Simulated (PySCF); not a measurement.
Computed structure and properties of [EuF3(NH3)]−

System: [EuF3(NH3)]− (singlet in the valence; each metal's 4f electrons, 7 of them, lie in its core potential, out of spins and levels); start: template (C3v). Method: PySCF 2.14.0, RKS PBE0, Eu lcecp-0-SVP with ECP53, F def2-SVP, N def2-SVP, H def2-SVP; non-relativistic Hamiltonian with scalar-relativistic core potentials where named; density fitting; no spin-orbit coupling.

Input of the relaxation:

```python
mol = gto.M(atom='''
Eu     0.01112    -0.01112     0.01112
F      1.31452     1.29228     1.31452
F     -1.29228    -1.31452     1.31452
F      1.31452    -1.31452    -1.29228
N     -1.55058     1.55058    -1.55058
H     -2.16378     2.16378    -1.01358
H     -1.01358     2.16378    -2.16378
H     -2.16378     1.01358    -2.16378''',
    basis={'Eu': 'lcecp-0-SVP', 'F': 'def2-SVP', 'N': 'def2-SVP', 'H': 'def2-SVP'},
    ecp={'Eu': 'lcecp-0-SVP'},
    charge=-1, spin=0)
mf = dft.RKS(mol, xc='PBE0')
mf.grids.atom_grid = (50, 194)  # f atoms: unpruned, at least (60, 302)
mf = mf.density_fit()  # fitting sets: Eu AutoAux, F def2-universal-JKFIT, N def2-universal-JKFIT, H def2-universal-JKFIT
mf.conv_tol = 1e-08; mf.max_cycle = 55
mf.kernel(dm0)  # dm0: converged density of the start geometry
# quasi-Newton relaxation in Cartesian coordinates to a largest gradient under 0.00045 Eh/bohr, steps kept in the point group
```

Run from Python with OMP_NUM_THREADS=2; the lines above give its settings. Where DIIS fails, smearing, a level shift and second-order steps follow.
It took 47 s on 2 threads of Arm Neoverse V1, with other jobs on the host, from the converged density of the start.

Course of the relaxation:

| step | energy above end (eV) | largest force component within the symmetry (eV/Å) |
| --- | --- | --- |
| 0 | 0.2618 | 0.837 |
| 1 | 0.1823 | 0.594 |
| 2 | 0.0651 | 0.205 |
| 3 | 0.0250 | 0.106 |
| 4 | 0.0152 | 0.121 |
| 5 | 0.0102 | 0.090 |
| 6 | 0.0049 | 0.071 |
| 7 | 0.0034 | 0.069 |
| 8 | 0.0013 | 0.045 |
| 9 | 0.0003 | 0.029 |
| 10 | 0.0000 | 0.010 |
| 11 | 0.0000 | 0.002 |

Relaxed geometry (C3v):

```xyz
8

Eu    0.1594   -0.1594    0.1594
F     1.1290    1.6101    1.1290
F    -1.6101   -1.1290    1.1290
F     1.1290   -1.1290   -1.6101
N    -1.4307    1.4307   -1.4307
H    -2.0284    2.0284   -0.8637
H    -0.8637    2.0284   -2.0284
H    -2.0284    0.8637   -2.0284
```

```csv
contact,Å
Eu1–F2 (F),2.239
Eu1–F3 (F),2.239
Eu1–F4 (F),2.239
Eu1–N5 (NH3),2.754
```

On the finer grid (75, 302):

The HOMO is not given (4f levels lie in the core) and the LUMO is not given (4f levels lie in the core). The dipole about the centre of mass is 4.44 D and the set of Mulliken populations of Eu1 outside the core potential is s 2.14, p 6.28, d 0.90, f 0.05. The D3(BJ) dispersion energy (not in the energies) is -0.101 eV.

| atom | Mulliken (e) | Löwdin (e) | spin (e) |
| --- | --- | --- | --- |
| Eu1 | 0.64 | 0.35 | 0.00 |
| F2 | -0.59 | -0.51 | 0.00 |
| F3 | -0.59 | -0.51 | 0.00 |
| F4 | -0.59 | -0.51 | 0.00 |
| N5 | -0.27 | -0.06 | 0.00 |
| H6 | 0.14 | 0.08 | 0.00 |
| H7 | 0.14 | 0.08 | 0.00 |
| H8 | 0.14 | 0.08 | 0.00 |

The 4f levels lie in the core potential and are missing. Their spin isn't counted.

On the grid (50, 194), as all that follows. Harmonic modes: a minimum within the noise of the softest modes; lowest 53 cm⁻¹ (negative: unstable), highest 3667 cm⁻¹, zero-point energy 1.103 eV.

Taking off one F (charge -1, singlet; the rest: singlet) in vacuum, both parts rigid, costs 4.69 eV; the small basis without counterpoise inflates it.

Rigid scan of F along the line from its metal:

(distance to F2 (Å), energy (eV)): (1.94, 0.734), (2.04, 0.277), (2.14, 0.059), (2.24, 0.000), (2.34, 0.044), (2.44, 0.152), (2.64, 0.465), (2.94, 0.998), (3.34, 1.648), (3.84, 2.296)

Taking off one NH3 (charge 0, singlet; the rest: singlet) in vacuum, both parts rigid, costs 0.58 eV; the small basis without counterpoise inflates it.

Rigid scan of NH3 along the line from its metal:

distance to N5 (Å), energy (eV) and a bar:
```
     2.45      0.180 ###########
     2.55      0.069 ####
     2.65      0.015 #
     2.75      0.000 
     2.85      0.011 #
     2.95      0.038 ##
     3.15      0.116 #######
     3.45      0.245 ###############
     3.85      0.388 #######################
     4.35      0.503 ##############################
```

One start shape was tried, so this needn't be the lowest isomer.

An lcecp potential fixes the number of 4f electrons, so in runs with it no electron can move into or out of that shell.
